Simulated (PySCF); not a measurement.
## Correlation energy of Ne(2+) (neon, charge +2)

[He] 2s1 2p4 3s1, high-spin 5P determinant (an excited configuration). All numbers are calculated (PySCF 2.14, scalar relativity by spin-free X2C-1e, in x2c-TZVPPall with one added diffuse shell each of s, p, d type (6s4p3d1f, 40 functions)). Frozen: 1s2; 6 electrons correlated.

```csv
level,correlation energy (mhartree)
CCSD,-107.48
(T),-5.15
CCSD(T),-112.63
```

Diagnostics: T1 = 0.0049, D1 = 0.0155, largest double amplitude 0.254.

Q: Is a single reference adequate?

A: Not fully. The outer electron is Rydberg-like, and this basis confines it to a smaller radius and binds it less than a complete one would. A double-excitation amplitude exceeds 0.15, a sign of near-degeneracy.
